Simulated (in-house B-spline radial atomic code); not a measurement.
A fraction x of an electron is removed from 5p in Te2+, starting from [Kr] 4d10 5s2 5p2 and keeping the highest spin. Method: scalar-relativistic (X2C) BLYP, spin-polarised, spherical fractional occupations, Fermi nucleus of rms radius 4.7423 fm. Calculated with a radial B-spline atomic code at the basis-set limit.

```csv
x,E(x) - E(0) (eV),5p up level (eV)
0,0.0000,-22.814
0.07,1.6189,-23.441
0.22,5.2365,-24.795
0.27,6.4876,-25.249
0.46,11.4498,-26.987
0.5,12.5367,-27.356
0.57,14.4741,-28.002
0.72,18.7787,-29.395
0.81,21.4621,-30.235
0.96,26.1029,-31.644
1,27.3762,-32.021
```

The exact functional would give a straight line between the two integer points. Deviations E(x) - E(0) - x[E(1) - E(0)], in eV: -0.297 at x = 0.07, -0.786 at x = 0.22, -0.904 at x = 0.27, -1.143 at x = 0.46, -1.151 at x = 0.5, -1.13 at x = 0.57, -0.932 at x = 0.72, -0.713 at x = 0.81, -0.178 at x = 0.96.

The curve lies below the straight line by up to 1.151 eV (at x = 0.5): convex, the delocalisation error that favours fractional charges.

Question: How well does Slater's transition state (minus the level at half occupation) give the ionisation energy?

Answer: It gives 27.356 eV against 27.376 eV from the two total energies; NIST lists 27.84 eV, ground level to ground level.
